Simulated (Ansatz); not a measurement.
Saddle point of BAsNH$_{7}$O$_{2}$, closed shell (BNH₄O₂ ([NH2][B]([OH])[OH]) + AsH₃ → BAsH₄O₂ ([OH][B]([OH])[AsH2]) + NH₃ (still joined by a long B–N bond); bonds formed: B1–As6, N2–H5; bonds broken: H5–As6; bonds weakened to dative contacts: B1–N2), PBE0-D4/def2-TZVP structure:

B1  (-0.078, -0.685, -0.713)
N2  (1.172, 0.198, -0.472)
O3  (-0.548, -0.589, -1.973)
O4  (-0.369, -1.702, 0.135)
H5  (0.642, 0.857, 0.235)
As6  (-1.308, 1.297, 1.172)
H7  (1.960, -0.284, -0.045)
H8  (1.465, 0.708, -1.302)
H9  (-1.347, -1.106, -2.110)
H10  (-0.324, -1.432, 1.060)
H11  (-0.931, 0.372, 2.342)
H12  (-0.333, 2.366, 1.672)
(Å)

Energies are electronic, without zero-point energy. Barriers and step energies count from the start structure reached by relaxing down the imaginary mode; all methods use the PBE0-D4 structures, on which another method's saddle can fall below an end. Program: Ansatz 0.2.0. Basis: def2-TZVPP, with def2-QZVPP for the basis limit. Cores are frozen in the correlated methods. Filled d shells of the heavier atoms are correlated. The def2 sets are not built for correlating such inner shells, so the correlated values are less sure here. B3LYP uses VWN-RPA correlation. Extrapolation: Hartree–Fock as exp(−7.88 √X), correlation as X^−2.97.

```tsv
method	barrier (eV)	step energy (eV)
SPW92	?	0.476
PBE-D4	1.542	0.633
BLYP-D4	1.708	0.833
r2SCAN-D4	1.688	0.710
B97M-V	?	0.849
PBE0-D4	1.669	0.658
B3LYP-D4	1.811	0.850
r2SCAN0-D4	?	0.716
BHLYP-D4	1.961	0.895
CAM-B3LYP-D4	1.913	0.873
wB97X-V	1.906	0.751
wB97M-V	1.809	0.758
B2PLYP	1.888	0.847
PBE-QIDH	1.795	0.665
RPA on PBE	1.971	0.726
HF	2.312	1.217
MP2	1.843	0.648
CCSD	1.990	0.781
CCSD(T)	1.897	0.710
```

Task: Fill in the withheld barriers. (To be estimated.)

Result: Computed: B97M-V 1.906; SPW92 1.327; r2SCAN0-D4 1.751 eV. Each is the energy of the saddle less that of the start structure, by the same method.

For comparison, the barrier by CCSD(T) at an estimated basis limit (MP2 extrapolated from triple and quadruple zeta, plus CCSD(T) − MP2 in triple zeta) is 1.831 eV.

The T1 diagnostic stays at or below 0.013.

Labels in which every atom is bracketed show which atoms are joined, not bond orders.

For scale, one of the runs: CCSD(T)/def2-TZVPP, 270 basis functions, launched by `ansatz run in.yaml --threads 8 --pin off --events-out ev --progress --plain --max-ram 19148MiB`. Time: 3.6 min of wall clock on 8 CPU threads of an Arm Neoverse V1; the host was shared. Peak host memory: 7.6 GiB.
